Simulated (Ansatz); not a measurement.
Start from `C[S][Sn]([Cl])([Cl])[S]C` and change one atom or group to get `C[S][SnH]([Cl])[Cl]`.

Ansatz, PBE0-D4/def2-TZVP geometries, multiplicity 1. Each molecule was computed in one conformer, which needn't be the lowest.

Elements past krypton have def2 core potentials.

```json
{"property": "HOMO energy (PBE/def2-TZVPP) / eV", "`C[S][Sn]([Cl])([Cl])[S]C`": "-6.23"}
{"property": "HOMO–LUMO gap (PBE/def2-TZVPP) / eV", "`C[S][Sn]([Cl])([Cl])[S]C`": "3.18"}
{"property": "HOMO energy (B3LYP/def2-TZVPP) / eV", "`C[S][Sn]([Cl])([Cl])[S]C`": "-7.23"}
{"property": "HOMO–LUMO gap (ωB97M-V/def2-TZVPP) / eV", "`C[S][Sn]([Cl])([Cl])[S]C`": "9.44"}
{"property": "HOMO energy (PBE0/def2-TZVPP) / eV", "`C[S][Sn]([Cl])([Cl])[S]C`": "-7.48"}
{"property": "size of the dipole moment (ωB97M-V/def2-TZVPP) / D", "`C[S][Sn]([Cl])([Cl])[S]C`": "2.55"}
```

(1) Give the same properties after the change, and the shifts. (An estimate is asked.)

Answers

(1) The calculation gave: 
```json
{"property": "HOMO energy (PBE/def2-TZVPP) / eV", "`C[S][SnH]([Cl])[Cl]`": "-6.29", "shift": "-0.06"}
{"property": "HOMO–LUMO gap (PBE/def2-TZVPP) / eV", "`C[S][SnH]([Cl])[Cl]`": "3.58", "shift": "0.40"}
{"property": "HOMO energy (B3LYP/def2-TZVPP) / eV", "`C[S][SnH]([Cl])[Cl]`": "-7.28", "shift": "-0.05"}
{"property": "HOMO–LUMO gap (ωB97M-V/def2-TZVPP) / eV", "`C[S][SnH]([Cl])[Cl]`": "9.88", "shift": "0.44"}
{"property": "HOMO energy (PBE0/def2-TZVPP) / eV", "`C[S][SnH]([Cl])[Cl]`": "-7.52", "shift": "-0.04"}
{"property": "size of the dipole moment (ωB97M-V/def2-TZVPP) / D", "`C[S][SnH]([Cl])[Cl]`": "1.56", "shift": "-0.99"}
```

Dipoles are sizes alone; their direction can turn.

B3LYP here is the variant with VWN-RPA as its local correlation; programs differ in this.
